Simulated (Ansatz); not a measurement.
A series at In: from `[InH3]`, ligands are replaced one by one, each step taking up H₂O and setting free H₂; n counts the steps. Ansatz, PBE0-D4/def2-TZVP geometries. Each molecule was computed in one conformer, which needn't be the lowest.

CBS adds triple-zeta CCSD(T) − MP2 to the MP2 limit, frozen cores; atoms without spin–orbit coupling. Elements past krypton have def2 core potentials. Outer-core shells of In are correlated without core-valence functions. Spin–orbit coupling is left out.

```json
{"n": "0", "molecule": "`[InH3]`", "atomization energy, CCSD(T)/CBS (kJ/mol)": "736.1"}
{"n": "1", "molecule": "`[OH][InH2]`", "atomization energy, CCSD(T)/CBS (kJ/mol)": "?"}
{"n": "2", "molecule": "`[OH][InH][OH]`", "atomization energy, CCSD(T)/CBS (kJ/mol)": "1818.3"}
{"n": "3", "molecule": "`[OH][In]([OH])[OH]`", "atomization energy, CCSD(T)/CBS (kJ/mol)": "2334.2"}
```

Task: By hand: fit a straight line y = ȳ + b (n − n̄) to the 3 given rows and predict n = 1.

Result: n̄ = 1.667, ȳ = 1629.53; Σ(n − n̄)(y − ȳ) = 2491.53, Σ(n − n̄)² = 4.667, so b = 533.86 kJ/mol a step. Prediction: 1629.53 + (533.86) × (-0.667) = 1273.4 kJ/mol.

Task: By hand: compare with the computed value, 1282.5 kJ/mol, and give the steps along the whole series.

Result: The line misses by 9.1 kJ/mol (computed minus predicted). Steps: 546.4, 535.8, 515.9 kJ/mol.

The steps differ by up to 30.5 kJ/mol, small against a whole step but well beyond the method's doubt, so the ligands' effects don't simply add. The miss is 0.6 % of the series' range. The energies themselves are unsure by some kJ/mol a bond, though much of that is common to the series.
